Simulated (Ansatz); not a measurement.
One change: `[AlH2][NH][SiH2][SiH3]` becomes `BN[SiH2][SiH3]`.

Ansatz, PBE0-D4/def2-TZVP geometries, multiplicity 1. Each molecule was computed in one conformer, which needn't be the lowest.

```tsv
property	`[AlH2][NH][SiH2][SiH3]`
HOMO–LUMO gap (PBE/def2-TZVPP) / eV	4.44
HOMO–LUMO gap (B3LYP/def2-TZVPP) / eV	5.94
HOMO energy (PBE/def2-TZVPP) / eV	-6.22
size of the dipole moment (B3LYP/def2-TZVPP) / D	0.87
size of the dipole moment (PBE/def2-TZVPP) / D	0.87
HOMO–LUMO gap (PBE0/def2-TZVPP) / eV	6.34
```

(1) Give the same properties after the change, and the shifts. (Estimate.)

Results:

(1) The calculation gave: 
```json
{"property": "HOMO–LUMO gap (PBE/def2-TZVPP) / eV", "`BN[SiH2][SiH3]`": "5.46", "shift": "1.02"}
{"property": "HOMO–LUMO gap (B3LYP/def2-TZVPP) / eV", "`BN[SiH2][SiH3]`": "7.10", "shift": "1.16"}
{"property": "HOMO energy (PBE/def2-TZVPP) / eV", "`BN[SiH2][SiH3]`": "-6.75", "shift": "-0.53"}
{"property": "size of the dipole moment (B3LYP/def2-TZVPP) / D", "`BN[SiH2][SiH3]`": "1.31", "shift": "0.44"}
{"property": "size of the dipole moment (PBE/def2-TZVPP) / D", "`BN[SiH2][SiH3]`": "1.40", "shift": "0.53"}
{"property": "HOMO–LUMO gap (PBE0/def2-TZVPP) / eV", "`BN[SiH2][SiH3]`": "7.49", "shift": "1.15"}
```

With PBE0 the HOMO falls by 0.50 eV and the LUMO rises by 0.64 eV, so the gap widens by about 1.14 eV. PBE moves the HOMO by -0.53 eV and ωB97M-V by -0.47 eV. Dipoles are sizes alone; their direction can turn.

B3LYP here is the variant with VWN-RPA as its local correlation; programs differ in this.
